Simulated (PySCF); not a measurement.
Two species compared at the same levels of theory.

First species: CH10Ge2OSi.
Geometry (PBE0-D3(BJ)/def2-SVP, Å), atoms numbered from 1 in this order:
```xyz
15
CH10Ge2OSi angstrom
C      2.028    0.575    0.703
O      1.959    0.445   -0.685
Ge     0.911   -0.806   -1.414
Ge    -1.439   -0.277   -1.057
Si    -1.934    0.355    1.186
H      2.276   -0.376    1.214
H      2.819    1.301    0.950
H      1.085    0.954    1.146
H      1.262   -2.164   -0.758
H      1.297   -0.794   -2.901
H     -1.868    0.854   -2.013
H     -2.268   -1.530   -1.416
H     -1.376    1.711    1.472
H     -3.414    0.386    1.400
H     -1.330   -0.626    2.140
```

Second species: SnMe4, C4H12Sn.
Cartesian coordinates in Å at the PBE0-D3(BJ)/def2-SVP level; atoms count from 1:
```
atom  x, y, z in Å
Sn1   -0.004    0.001    0.003
C2     0.000   -0.026    2.160
H3    -1.026    0.056    2.548
H4     0.588    0.817    2.552
H5     0.440   -0.963    2.531
C6     2.030    0.010   -0.713
H7     2.050   -0.074   -1.810
H8     2.591   -0.835   -0.288
H9     2.536    0.944   -0.426
C10   -1.021    1.770   -0.696
H11   -0.932    1.858   -1.788
H12   -0.583    2.668   -0.235
H13   -2.088    1.728   -0.435
C14   -1.016   -1.754   -0.737
H15   -2.021   -1.829   -0.297
H16   -0.453   -2.661   -0.475
H17   -1.119   -1.707   -1.831
```

Levels: wB97X-D/def2-SVPD for dipole moment, HOMO energy, LUMO energy, HOMO–LUMO gap and static isotropic polarisability; TDDFT wB97X-D/def2-SVPD for lowest singlet excitation; TDA wB97X-D/def2-SVPD for lowest triplet excitation (Tamm–Dancoff); PBE0-D3(BJ)/def2-SVP for rotational constant A and rotational constant C. Geometries: PBE0-D3(BJ)/def2-SVP. Each species is one conformer at its optimised geometry, gas phase (atoms past krypton carry core potentials, spin–orbit coupling is left out). Electronic properties by PySCF.

The conformers computed, where there is a choice (atom-mapped SMILES and torsion angles):
- `[CH3:1][O:2][GeH2:3][GeH2:4][SiH3:5]`: C1–O2–Ge3–Ge4 69°, O2–Ge3–Ge4–Si5 -47°

Q: Which has the higher S1 energy?

A: The second: 7.33 eV against 6.01 eV, a difference of 1.32 eV.

Q: Which has the higher HOMO–LUMO gap?

A: The second: 11.19 eV against 10.36 eV, a difference of 0.83 eV.

Q: Which has the higher HOMO energy?

A: The first: -9.17 eV against -9.51 eV, a difference of 0.34 eV.

Q: Which has the higher dipole moment?

A: The first: 1.17 D against 0.01 D, a difference of 1.16 D.

Q: Which of the two has the higher LUMO energy, and by how much?

A: The second: 1.68 eV against 1.19 eV, a difference of 0.49 eV.

Q: Which has the higher rotational constant C?

A: The second: 2.410 GHz against 0.712 GHz, a difference of 1.698 GHz.

Q: Which has the higher T1 energy?

A: The second: 6.97 eV against 5.53 eV, a difference of 1.44 eV.

Q: Which has the higher rotational constant A?

A: The second: 2.415 GHz against 2.101 GHz, a difference of 0.314 GHz.

On the first: The principal polarisabilities are 94.3, 114.4 and 133.0 au; their mean is the isotropic value. S1 lies 4.35 eV below the HOMO–LUMO gap; its leading configuration is HOMO→LUMO, weight 0.70. The calculation is non-relativistic and has no spin–orbit coupling, an omission that weighs most on germanium.

On the second: S1 lies 3.86 eV below the HOMO–LUMO gap. No computed singlet falls in the visible range (750 to 380 nm, 1.65 to 3.26 eV); S1 lies 4.07 eV above its blue end. Atoms past krypton carry effective core potentials; spin–orbit coupling is left out.
